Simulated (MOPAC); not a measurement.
MOPAC input (MNDO):

```
MNDO PRECISE GNORM=0.05 LET XYZ CHARGE=-1 GEO-OK AUX(PRECISION=9) THREADS=1
H4NO3Si

N    -1.42088800 1   -0.94440500 1   -0.16861700 1
Si    0.05667000 1   -0.03832600 1    0.14132300 1
O     0.49483400 1    0.00101200 1    1.63280200 1
O    -0.12245000 1    1.54734700 1   -0.49324300 1
O     1.05665600 1   -0.71173800 1   -1.04751100 1
H    -1.85006400 1   -0.78365300 1   -1.07086800 1
H    -2.11473100 1   -0.81865900 1    0.55545700 1
H    -0.04869800 1    2.13100800 1    0.26791100 1
H     1.73401600 1   -0.07427100 1   -1.28708800 1
```

Output:

```
 *******************************************************************************
 **                                                                           **
 **                              MOPAC v23.2.5                                **
 **                                                                           **
 *******************************************************************************
 ** MOPAC's Digital Object Identifier: https://doi.org/10.5281/zenodo.6511958 **
 **                                                                           **
 ** Please cite the open-source release paper for use of this MOPAC version:  **
 ** J. E. Moussa and J. J. P. Stewart (2026)                                  **
 ** MOPAC: An open-source semiempirical molecular orbital program             **
 ** J. Open Source Softw., 11(119), 8025, https://doi.org/10.21105/joss.08025 **
 *******************************************************************************

                              MNDO CALCULATION RESULTS

 *******************************************************************************
 *  MNDO       - The MNDO Hamiltonian to be used
 *  GEO-OK     - OVERRIDE INTERATOMIC DISTANCE AND OTHER SAFETY CHECKS
 *
 *
 *
 *                 CHARGE ON SYSTEM = -1
 *
 *
 *
 *  LET        - OVERRIDE SOME SAFETY CHECKS
 *  PRECISE    - TIGHTER CRITERIA TO BE USED
 *  XYZ        - CARTESIAN COORDINATE SYSTEM TO BE USED
 *  GNORM      - EXIT WHEN GRADIENT NORM DROPS BELOW 0.050
 *  AUX        - OUTPUT AUXILIARY INFORMATION
 *******************************************************************************
MNDO PRECISE GNORM=0.05 LET XYZ CHARGE=-1 GEO-OK AUX(PRECISION=9) THREADS=1
 H4NO3Si

   ATOM   CHEMICAL          X               Y               Z
  NUMBER   SYMBOL      (ANGSTROMS)     (ANGSTROMS)     (ANGSTROMS)

     1       N         -1.42088800  *  -0.94440500  *  -0.16861700  *
     2      Si          0.05667000  *  -0.03832600  *   0.14132300  *
     3       O          0.49483400  *   0.00101200  *   1.63280200  *
     4       O         -0.12245000  *   1.54734700  *  -0.49324300  *
     5       O          1.05665600  *  -0.71173800  *  -1.04751100  *
     6       H         -1.85006400  *  -0.78365300  *  -1.07086800  *
     7       H         -2.11473100  *  -0.81865900  *   0.55545700  *
     8       H         -0.04869800  *   2.13100800  *   0.26791100  *
     9       H          1.73401600  *  -0.07427100  *  -1.28708800  *

          CARTESIAN COORDINATES

    NO.       ATOM           X           Y           Z

     1         N         -1.4209     -0.9444     -0.1686
     2        Si          0.0567     -0.0383      0.1413
     3         O          0.4948      0.0010      1.6328
     4         O         -0.1225      1.5473     -0.4932
     5         O          1.0567     -0.7117     -1.0475
     6         H         -1.8501     -0.7837     -1.0709
     7         H         -2.1147     -0.8187      0.5555
     8         H         -0.0487      2.1310      0.2679
     9         H          1.7340     -0.0743     -1.2871

  H: (MNDO): M.J.S. DEWAR, W. THIEL, J. AM. CHEM. SOC., 99, 4899, (1977)
  N: (MNDO): M.J.S. DEWAR, W. THIEL, J. AM. CHEM. SOC., 99, 4899, (1977)
  O: (MNDO): M.J.S. DEWAR, W. THIEL, J. AM. CHEM. SOC., 99, 4899, (1977)
 Si: (MNDO): M.J.S.DEWAR, ET. AL. ORGANOMETALLICS  5, 375 (1986)

           Empirical Formula: H4 N O3 Si  =     9 atoms

      MOLECULAR POINT GROUP   :   C1

      RHF CALCULATION, NO. OF DOUBLY OCCUPIED LEVELS = 16

          Geometry optimization using EF

          DIAGONAL MATRIX USED AS START HESSIAN

 CYCLE:     1  GRAD.:    92.861 HEAT: -223.1790
 CYCLE:     2  GRAD.:   439.249 HEAT: -199.8314
 CYCLE:     3  GRAD.:   151.312 HEAT: -222.1136
 CYCLE:     4  GRAD.:   297.117 HEAT: -210.2140
 CYCLE:     5  GRAD.:   185.618 HEAT: -213.5031
 CYCLE:     6  GRAD.:   252.148 HEAT: -215.6828
 CYCLE:     7  GRAD.:   131.089 HEAT: -222.4730
 CYCLE:     8  GRAD.:   230.070 HEAT: -216.1499
 CYCLE:     9  GRAD.:   263.133 HEAT: -209.0125
 CYCLE:    10  GRAD.:   222.433 HEAT: -218.5021
 CYCLE:    11  GRAD.:   246.371 HEAT: -214.0315
 CYCLE:    12  GRAD.:   155.562 HEAT: -218.8180
 CYCLE:    13  GRAD.:   146.689 HEAT: -221.3284
 CYCLE:    14  GRAD.:    65.777 HEAT: -226.7891
 CYCLE:    15  GRAD.:   216.682 HEAT: -217.2608
 CYCLE:    16  GRAD.:    87.515 HEAT: -225.6118
 CYCLE:    17  GRAD.:   172.522 HEAT: -221.4274
 CYCLE:    18  GRAD.:    11.444 HEAT: -228.3158
 CYCLE:    19  GRAD.:     4.090 HEAT: -228.3751
 CYCLE:    20  GRAD.:     4.353 HEAT: -228.4016
 CYCLE:    21  GRAD.:     4.773 HEAT: -228.4320
 CYCLE:    22  GRAD.:   125.967 HEAT: -224.9232
 CYCLE:    23  GRAD.:     3.760 HEAT: -228.4804
 CYCLE:    24  GRAD.:     3.209 HEAT: -228.5126
 CYCLE:    25  GRAD.:   208.023 HEAT: -215.0485
 CYCLE:    26  GRAD.:    12.589 HEAT: -228.4581
 CYCLE:    27  GRAD.:     6.347 HEAT: -228.6622
 CYCLE:    28  GRAD.:     6.033 HEAT: -228.7171
 CYCLE:    29  GRAD.:     7.129 HEAT: -228.7696
 CYCLE:    30  GRAD.:     7.211 HEAT: -228.8226
 CYCLE:    31  GRAD.:    11.024 HEAT: -228.9109
 CYCLE:    32  GRAD.:    16.497 HEAT: -229.0351
 CYCLE:    33  GRAD.:    17.170 HEAT: -229.0267
 CYCLE:    34  GRAD.:    43.781 HEAT: -228.9477
 CYCLE:    35  GRAD.:    23.610 HEAT: -228.8478
 CYCLE:    36  GRAD.:     9.881 HEAT: -229.3518
 CYCLE:    37  GRAD.:     5.456 HEAT: -229.4389
 CYCLE:    38  GRAD.:    24.514 HEAT: -229.4699
 CYCLE:    39  GRAD.:    11.489 HEAT: -229.5382
 CYCLE:    40  GRAD.:     5.154 HEAT: -229.6262
 CYCLE:    41  GRAD.:    56.259 HEAT: -229.2574
 CYCLE:    42  GRAD.:     5.016 HEAT: -229.7151
 CYCLE:    43  GRAD.:     2.821 HEAT: -229.7726
 CYCLE:    44  GRAD.:   214.533 HEAT: -215.5363
 CYCLE:    45  GRAD.:     2.412 HEAT: -229.7935
 CYCLE:    46  GRAD.:     2.268 HEAT: -229.8113
 CYCLE:    47  GRAD.:   183.309 HEAT: -220.5375
 CYCLE:    48  GRAD.:     2.548 HEAT: -229.8322
 CYCLE:    49  GRAD.:     2.611 HEAT: -229.8508
 CYCLE:    50  GRAD.:   249.657 HEAT: -206.2808
 CYCLE:    51  GRAD.:    13.828 HEAT: -229.8494
 CYCLE:    52  GRAD.:    11.300 HEAT: -229.9841
 CYCLE:    53  GRAD.:     5.586 HEAT: -230.0461
 CYCLE:    54  GRAD.:     2.591 HEAT: -230.0655
 CYCLE:    55  GRAD.:     1.842 HEAT: -230.0784
 CYCLE:    56  GRAD.:     2.468 HEAT: -230.0911
 CYCLE:    57  GRAD.:     4.486 HEAT: -230.1043
 CYCLE:    58  GRAD.:     6.479 HEAT: -230.1164
 CYCLE:    59  GRAD.:    10.390 HEAT: -230.1393
 CYCLE:    60  GRAD.:     3.389 HEAT: -230.1725
 CYCLE:    61  GRAD.:     5.305 HEAT: -230.1962
 CYCLE:    62  GRAD.:     6.165 HEAT: -230.2145
 CYCLE:    63  GRAD.:     1.798 HEAT: -230.2223
 CYCLE:    64  GRAD.:     2.049 HEAT: -230.2312
 CYCLE:    65  GRAD.:     3.005 HEAT: -230.2363
 CYCLE:    66  GRAD.:     0.827 HEAT: -230.2384
 CYCLE:    67  GRAD.:     0.692 HEAT: -230.2396
 CYCLE:    68  GRAD.:     0.569 HEAT: -230.2401
 CYCLE:    69  GRAD.:     0.414 HEAT: -230.2404
 CYCLE:    70  GRAD.:     0.287 HEAT: -230.2407
 CYCLE:    71  GRAD.:     0.261 HEAT: -230.2408
 CYCLE:    72  GRAD.:     0.205 HEAT: -230.2409
 CYCLE:    73  GRAD.:     0.196 HEAT: -230.2410
 CYCLE:    74  GRAD.:     0.202 HEAT: -230.2411
 CYCLE:    75  GRAD.:     0.322 HEAT: -230.2415
 CYCLE:    76  GRAD.:     0.338 HEAT: -230.2417
 CYCLE:    77  GRAD.:     0.054 HEAT: -230.2418
 CYCLE:    78  GRAD.:     0.050 HEAT: -230.2418
 CYCLE:    79  GRAD.:     0.025 HEAT: -230.2418

     GRADIENT =  0.02493 IS LESS THAN CUTOFF =  0.05000

 -------------------------------------------------------------------------------
 MNDO PRECISE GNORM=0.05 LET XYZ CHARGE=-1 GEO-OK AUX(PRECISION=9) THREADS=1
 H4NO3Si

     GEOMETRY OPTIMISED USING EIGENVECTOR FOLLOWING (EF).
     SCF FIELD WAS ACHIEVED

                              MNDO CALCULATION
                                                       MOPAC v23.2.5 Linux

          FINAL HEAT OF FORMATION =       -230.24183 KCAL/MOL =    -963.33183 KJ/MOL

          COSMO AREA              =        109.54 SQUARE ANGSTROMS
          COSMO VOLUME            =         95.84 CUBIC ANGSTROMS

          GRADIENT NORM           =          0.02493          =       0.00831 PER ATOM
          IONIZATION POTENTIAL    =          3.645975 EV
          HOMO LUMO ENERGIES (EV) =         -3.646  7.664
          NO. OF FILLED LEVELS    =         16
          MOLECULAR WEIGHT        =         94.1220         POINT GROUP:  C1

          MOLECULAR DIMENSIONS (Angstroms)

            Atom       Atom       Distance
            H     9    H     7     4.18542
            H     6    H     8     3.41830
            O     3    O     4     2.67156

          SCF CALCULATIONS        =         80

   ATOM   CHEMICAL          X               Y               Z
  NUMBER   SYMBOL      (ANGSTROMS)     (ANGSTROMS)     (ANGSTROMS)

     1       N         -1.43622933  *  -0.93815315  *  -0.18475362  *
     2      Si          0.04205939  *  -0.00368045  *   0.09476619  *
     3       O          0.61626511  *  -0.02594880  *   1.55076358  *
     4       O         -0.34091539  *   1.57054782  *  -0.42435325  *
     5       O          1.14950025  *  -0.55344999  *  -1.06708416  *
     6       H         -1.95667114  *  -0.69625474  *  -0.99877984  *
     7       H         -2.08124087  *  -0.92942046  *   0.57358280  *
     8       H          0.01856415  *   2.27424078  *   0.06956385  *
     9       H          1.89088112  *  -1.01600570  *  -0.74266639  *

                             CARTESIAN COORDINATES

   1    N       -1.436229334    -0.938153151    -0.184753624
   2   Si        0.042059391    -0.003680447     0.094766189
   3    O        0.616265108    -0.025948797     1.550763580
   4    O       -0.340915390     1.570547817    -0.424353252
   5    O        1.149500250    -0.553449994    -1.067084158
   6    H       -1.956671137    -0.696254741    -0.998779844
   7    H       -2.081240869    -0.929420464     0.573582799
   8    H        0.018564154     2.274240775     0.069563850
   9    H        1.890881124    -1.016005703    -0.742666395

           Empirical Formula: H4 N O3 Si  =     9 atoms

      MOLECULAR POINT GROUP   :   C1

                  EIGENVALUES
 -35.46346 -32.95232 -28.73892 -26.87069 -13.55866 -12.22520 -11.89216 -10.23302
  -8.42496  -8.24501  -6.84685  -6.73847  -5.60838  -5.48857  -3.69798  -3.64598
   7.66371   9.21285   9.56197  10.61534  10.85726  11.50868  11.64237  12.55231

              NET ATOMIC CHARGES AND DIPOLE CONTRIBUTIONS

  ATOM NO.   TYPE          CHARGE      No. of ELECS.   s-Pop       p-Pop
    1          N          -0.602258        5.6023     1.60775     3.99450
    2         Si           1.460063        2.5399     0.86056     1.67937
    3          O          -1.020479        7.0205     1.90655     5.11393
    4          O          -0.659436        6.6594     1.80949     4.84994
    5          O          -0.643170        6.6432     1.80818     4.83500
    6          H           0.072253        0.9277     0.92775
    7          H           0.075814        0.9242     0.92419
    8          H           0.158918        0.8411     0.84108
    9          H           0.158296        0.8417     0.84170
 DIPOLE           X         Y         Z       TOTAL
 POINT-CHG.    -0.940     0.048    -2.415     2.592
 HYBRID        -0.290     0.702     0.180     0.780
 SUM           -1.230     0.750    -2.236     2.660

          ATOMIC ORBITAL ELECTRON POPULATIONS

     Atom    s        px        py        pz
    1  N   1.60775   1.18959   1.77825   1.02666
    2 Si   0.86056   0.55935   0.52063   0.59939
    3  O   1.90655   1.80627   1.88366   1.42399
    4  O   1.80949   1.83201   1.30225   1.71568
    5  O   1.80818   1.39341   1.76777   1.67381
    6  H   0.92775
    7  H   0.92419
    8  H   0.84108
    9  H   0.84170

 **********************
 *                    *
 * JOB ENDED NORMALLY *
 *                    *
 **********************

 == MOPAC DONE ==
```

The dipole moment of an ion depends on the origin.

The geometry given is a B3LYP-D3(BJ)/def2-TZVP minimum.
